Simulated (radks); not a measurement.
Values are calculated unless marked as measured or tabulated.
Ionisation of the antimony ion Sb43+, [He] 2s2 2p4, to Sb44+, [He] 2s2 2p3, under several functionals. Scalar-relativistic Kohn-Sham, spin-polarised, spherical densities, finite nucleus; open shells are filled with parallel spins first (spin-orbit coupling, left out, can overturn this in heavy ions); a radial shooting solver on a logarithmic mesh with Libxc functionals.

functional         E(Sb43+) (hartree)  Exc (hartree)  IE (eV)  -e(HOMO) (eV)  <r> HOMO (bohr)  IE error (eV)
SOGGA                     -4409.53990      -69.80834   7221.5         7120.1           0.1030          +54.5
exchange-only PBE         -4411.60351      -71.87954   7222.6         7120.8           0.1030          +55.6
RPBE                      -4412.44736      -72.72971   7223.6         7122.3           0.1030          +56.6
PBEsol                    -4409.66421      -69.93338   7221.8         7120.4           0.1030          +54.8
BLYP                      -4412.47671      -72.75681   7225.7         7123.8           0.1030          +58.7

NIST Atomic Spectra Database: 7167 eV (theoretical). Closest: SOGGA. The Delta-SCF values span 4.13 eV, the total energies 2.94 hartree. The highest occupied level is 2p. Open shells are spherical and high-spin; term and fine-structure splittings are not resolved. Spin-orbit splitting is averaged out at the scalar-relativistic level.
